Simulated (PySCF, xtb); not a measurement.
CH₅ClFNSi, SMILES NC[Si@H](F)Cl. The values are those of a single conformer.

Harmonic wavenumbers (cm⁻¹) from GFN2-xTB (xtb) at its own minimum, in rising order: 52, 107, 175, 211, 284, 316, 522, 637, 657, 709, 760, 812, 982, 1040, 1094, 1274, 1311, 1460, 1567, 2349, 2936, 2966, 3388, 3419.

**Question.** What does PySCF with PBE-D3(BJ)/def2-SVP give at its own minimum? (An estimate is asked for; the answer gives what the named calculation found.)

**Answer.** 76, 106, 211, 242, 284, 328, 537, 652, 712, 789, 812, 825, 890, 1049, 1064, 1217, 1320, 1365, 1585, 2188, 2973, 3029, 3405, 3490. Paired by order, the mean absolute difference is 42 cm⁻¹ and the zero-point energies are 41.5 and 41.7 kcal/mol.
